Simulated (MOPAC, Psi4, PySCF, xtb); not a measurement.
Conformational energy of SMILES O=Cc1ccc(O)s1. Scanned: dihedral S8–C6–O7–H12; all other coordinates were relaxed at GFN2-xTB. Points at φ and −φ are mirror images. Heavy atoms are numbered in the order of the SMILES O=Cc1ccc(O)s1, hydrogens after them in the order of the atoms that carry them; the mirror image has the same energies with the sign of each dihedral reversed.

- RKS-B3LYP/6-31G* = restricted B3LYP/6-31G*, spherical d, density fitting // GFN2-xTB (PySCF)
- GFN1-xTB // GFN2-xTB (xtb)
- PM7, restricted, heats of formation // GFN2-xTB (MOPAC)
- MP2/cc-pVTZ = Psi4 1.11 with DF-MP2 (frozen core)/cc-pVTZ // GFN2-xTB

Energies relative to the lowest point of each profile, in kcal/mol:

| φ / ° | RKS-B3LYP/6-31G* | GFN1-xTB | PM7 |
|---|---|---|---|
| -150 | 0.7 | 1.6 | 0.8 |
| -120 | 2.1 | 3.2 | 2.6 |
| -90 | 2.5 | 3.7 | 3.6 |
| -60 | 1.8 | 2.4 | 3.4 |
| -30 | 0.9 | 0.7 | 3.0 |
| 0 | 0.6 | 0.0 | 2.9 |
| 30 | 0.9 | 0.7 | 3.0 |
| 60 | 1.8 | 2.4 | 3.4 |
| 90 | 2.5 | 3.7 | 3.6 |
| 120 | 2.1 | 3.2 | 2.6 |
| 150 | 0.7 | 1.6 | 0.8 |
| 180 | 0.0 | 0.7 | 0.0 |

Problem. Predict the corresponding MP2/cc-pVTZ column.

Solution. -150: 0.5; -120: 1.5; -90: 1.8; -60: 1.3; -30: 0.6; 0: 0.4; 30: 0.6; 60: 1.3; 90: 1.8; 120: 1.5; 150: 0.5; 180: 0.0 (kcal/mol).
